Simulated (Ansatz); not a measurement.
Bend profile

SnH₃ (SMILES [SnH3]), doublet, at its PBE0-D4/def2-TZVP minimum:

```xyz
4
angstrom
Sn 0.2802 -0.2116 -0.2717
H 1.0552 0.0110 1.2417
H -1.1250 -1.1722 -0.0640
H -0.1549 1.3125 -0.9263
```

The angle H4–Sn1–H2 (109.6° at the minimum) is set to the values below, H4, with anything bonded beyond it, turning rigidly in the plane of the angle. Each method's energies count from its own value at the PBE0-D4 minimum structure. Computed with Ansatz 0.2.0 (basis: def2-TZVPP); correlated methods freeze the cores; orbitals are unrestricted. Filled d shells of the heavier atoms are correlated. Core potentials replace the inner electrons of the atoms past krypton. The def2 sets are not built for correlating such inner shells, so the correlated values are less sure here. B3LYP uses VWN-RPA correlation.

```json
{"angle (°)": "85.6", "CCSD(T) (kcal/mol)": "?", "PBE0-D4 (kcal/mol)": "6.32", "wB97M-V (kcal/mol)": "6.38", "r2SCAN-D4 (kcal/mol)": "6.20"}
{"angle (°)": "91.6", "CCSD(T) (kcal/mol)": "?", "PBE0-D4 (kcal/mol)": "3.48", "wB97M-V (kcal/mol)": "3.49", "r2SCAN-D4 (kcal/mol)": "3.40"}
{"angle (°)": "97.6", "CCSD(T) (kcal/mol)": "1.55", "PBE0-D4 (kcal/mol)": "1.52", "wB97M-V (kcal/mol)": "1.51", "r2SCAN-D4 (kcal/mol)": "1.47"}
{"angle (°)": "103.6", "CCSD(T) (kcal/mol)": "0.39", "PBE0-D4 (kcal/mol)": "0.38", "wB97M-V (kcal/mol)": "0.36", "r2SCAN-D4 (kcal/mol)": "0.35"}
{"angle (°)": "109.6", "CCSD(T) (kcal/mol)": "0.00", "PBE0-D4 (kcal/mol)": "0.00", "wB97M-V (kcal/mol)": "0.00", "r2SCAN-D4 (kcal/mol)": "0.00"}
{"angle (°)": "115.6", "CCSD(T) (kcal/mol)": "0.35", "PBE0-D4 (kcal/mol)": "0.35", "wB97M-V (kcal/mol)": "0.38", "r2SCAN-D4 (kcal/mol)": "0.36"}
{"angle (°)": "121.6", "CCSD(T) (kcal/mol)": "1.41", "PBE0-D4 (kcal/mol)": "1.39", "wB97M-V (kcal/mol)": "1.46", "r2SCAN-D4 (kcal/mol)": "1.41"}
{"angle (°)": "127.6", "CCSD(T) (kcal/mol)": "3.14", "PBE0-D4 (kcal/mol)": "3.10", "wB97M-V (kcal/mol)": "3.24", "r2SCAN-D4 (kcal/mol)": "3.12"}
{"angle (°)": "133.6", "CCSD(T) (kcal/mol)": "?", "PBE0-D4 (kcal/mol)": "5.46", "wB97M-V (kcal/mol)": "5.69", "r2SCAN-D4 (kcal/mol)": "5.48"}
```

(1) Fill in the withheld CCSD(T) values. (Judge from chemistry; the value comes from the calculation.)

T1 diagnostic: at most 0.016. ⟨S²⟩ of the unrestricted Hartree–Fock references: 0.75 to 0.76 (a pure state has 0.75).

Results:

(1) By the calculation: 6.45 kcal/mol at 85.6°; 3.55 kcal/mol at 91.6°; 5.53 kcal/mol at 133.6°. These count from the CCSD(T) energy at the PBE0-D4 minimum.

Minimum and curvature along this coordinate at CCSD(T): A fifth-order fit through the nearest points gives 109.7°, with a curvature of about 0.89 meV/deg².

Largest difference from the CCSD(T) curve over the scan: PBE-D4 0.54; B3LYP-D4 0.26; HF 1.11; MP2 0.21 kcal/mol. Each curve counts from its own value at the minimum.

For scale, one of the runs: CCSD(T)/def2-TZVPP, 92 basis functions (an equivalent command: `ansatz run in.yaml --threads 2`). Hardware: 2 CPU threads, shared host. Wall time 4.1 s; peak host memory 0.6 GiB.
